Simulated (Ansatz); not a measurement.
Start from `[OH][GaH][F]` and change one atom or group to get `[OH][GaH2]`.

Ansatz, PBE0-D4/def2-TZVP geometries, multiplicity 1. Each molecule was computed in one conformer, which needn't be the lowest.

Scalar relativity is left out up to krypton.

```json
{"property": "size of the dipole moment (ωB97M-V/def2-TZVPP) / D", "`[OH][GaH][F]`": "3.39"}
{"property": "size of the dipole moment (PBE/def2-TZVPP) / D", "`[OH][GaH][F]`": "3.20"}
{"property": "ideal-gas entropy at 298 K and 1 bar (rigid rotor, harmonic PBE0-D4/def2-TZVP) / J/(mol·K)", "`[OH][GaH][F]`": "289"}
{"property": "LUMO energy (ωB97M-V/def2-TZVPP) / eV", "`[OH][GaH][F]`": "0.74"}
{"property": "HOMO–LUMO gap (ωB97M-V/def2-TZVPP) / eV", "`[OH][GaH][F]`": "12.46"}
{"property": "HOMO energy (PBE0/def2-TZVPP) / eV", "`[OH][GaH][F]`": "-9.37"}
```

Q: Give the same properties after the change, and the shifts. (Best estimate.)

A: Ansatz gave: 
```
                                                                                  property  `[OH][GaH2]`  shift
                                        size of the dipole moment (ωB97M-V/def2-TZVPP) / D          1.47  -1.92
                                            size of the dipole moment (PBE/def2-TZVPP) / D          1.32  -1.88
ideal-gas entropy at 298 K and 1 bar (rigid rotor, harmonic PBE0-D4/def2-TZVP) / J/(mol·K)           263    -26
                                                     LUMO energy (ωB97M-V/def2-TZVPP) / eV          0.51  -0.23
                                                   HOMO–LUMO gap (ωB97M-V/def2-TZVPP) / eV         11.31  -1.15
                                                        HOMO energy (PBE0/def2-TZVPP) / eV         -8.54   0.83
```

With PBE0 the HOMO rises by 0.83 eV and the LUMO falls by 0.25 eV, so the gap narrows by about 1.08 eV. PBE moves the HOMO by 0.52 eV and ωB97M-V by 0.92 eV. Dipoles are sizes alone; their direction can turn.
